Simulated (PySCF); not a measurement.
Simulated Cl 2p region for `Cl[Si](C)([Si](Cl)(C)Cl)Cl`, binding energy against the vacuum level.

Every computed line was given a Gaussian of 0.5 eV full width at half maximum and an area set by the number of equivalent atoms (split 2:1 within a doublet); the highest printed point is 100. Method used: delta-SCF UKS SCAN, pcX-2 on the ionised atom, pcseg-1 elsewhere, spin-free X2C in PySCF.

binding energy (eV), intensity and a bar:
```
    205.4          1 
    205.5          3 #
    205.6          9 ###
    205.7         23 #######
    205.8         46 ##############
    205.9         74 ######################
    206.0         96 #############################
    206.1        100 ##############################
    206.2         83 #########################
    206.3         55 #################
    206.4         30 #########
    206.5         13 ####
    206.6          4 #
    206.7          1 
    206.8          0 
    206.9          0 
    207.0          0 
    207.1          1 
    207.2          3 #
    207.3          7 ##
    207.4         16 #####
    207.5         30 #########
    207.6         43 #############
    207.7         50 ###############
    207.8         47 ##############
    207.9         35 ###########
    208.0         21 ######
    208.1         10 ###
    208.2          4 #
    208.3          1 
    208.4          0
```

Problem. How many maxima does the curve show, and how many computed lines lie under it?

Solution. The curve has 2 maxima (at 206.1 and 207.7 eV). Under it lie 2 lines from 1 inequivalent chlorine site, drawn as a 2p3/2, 2p1/2 pair.

Problem. Decompose the envelope and assign each component. Numbering: `[CH3:1][Si:2]([Cl:3])([Cl:4])[Si:5]([CH3:6])([Cl:7])[Cl:8]`.

Solution. 
```
position (eV)  relative area      line            atoms             environment
       206.07           2.67  Cl 2p3/2  Cl3/Cl4/Cl7/Cl8  silicon-bound chlorine
       207.72           1.33  Cl 2p1/2  Cl3/Cl4/Cl7/Cl8  silicon-bound chlorine
```

Problem. What are the centre and the root-mean-square width of the whole band?

Solution. The area-weighted mean of the lines is 206.62 eV. Their own spread about it is 0.78 eV (rms) and each Gaussian has σ = 0.5/2.355 = 0.21 eV; the variances add, which gives 0.81 eV.

The curve has no shake-up lines and no vibrational structure. Topologically equivalent atoms share the value of their first member; where this conformer doesn't relate them by symmetry, their own values could differ. Spin–orbit coupling isn't in the SCF: each 2p doublet comes from a relaxed spin-free hole plus a matrix of the shell (mean-field spin–orbit coupling and the ground-state 2p splitting), with 2p3/2 averaged over its two sublevels. 2p1/2 minus 2p3/2 (ligand field included): Cl 1.65 eV. Geometry: PBE0-D3(BJ)/def2-SVP, one conformer, isolated molecule.

Hardware: Arm Neoverse V1, one thread, on a shared host. Cost: 48 s wall.

Shape of the structure used: `[CH3:1][Si:2]([Cl:3])([Cl:4])[Si:5]([CH3:6])([Cl:7])[Cl:8]`: C1–Si2–Si5–C6 76°.
